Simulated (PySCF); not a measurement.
# Silver: highly charged ions in a basis for the neutral atom

Ag(16+) [Ar] 3d10 4s2 4p1, Ag(17+) [Ar] 3d10 4s2. Computed with PySCF 2.14 in cc-pVDZ-PP with ECP28MDF, with scalar relativity through the core potential. No spin-orbit coupling, so a gap to NIST mixes the basis error with missing relativistic terms.

Changed run: basis of the neutral atom used for a highly charged ion. This setting is unsound on purpose.

```tsv
species	method	sound run (hartree)	changed run (hartree)	converged
Ag(16+)	UHF	not run	-49.94900	yes
Ag(16+)	BP86	not run	-50.15250	yes
Ag(16+)	M06-L	not run	-50.20464	yes
Ag(17+)	UHF	not run	-35.21281	yes
Ag(17+)	BP86	not run	-35.37044	yes
Ag(17+)	M06-L	not run	-35.50565	yes
```

Ionisation energy of Ag(16+):

```json
{"method": "UHF", "changed run (eV)": "400.99", "NIST (eV)": "408.43 ± 0.16"}
{"method": "BP86", "changed run (eV)": "402.24", "NIST (eV)": "408.43 ± 0.16"}
{"method": "M06-L", "changed run (eV)": "399.98", "NIST (eV)": "408.43 ± 0.16"}
```

The contracted functions were made for the neutral atom and can be too rigid for a highly charged ion.
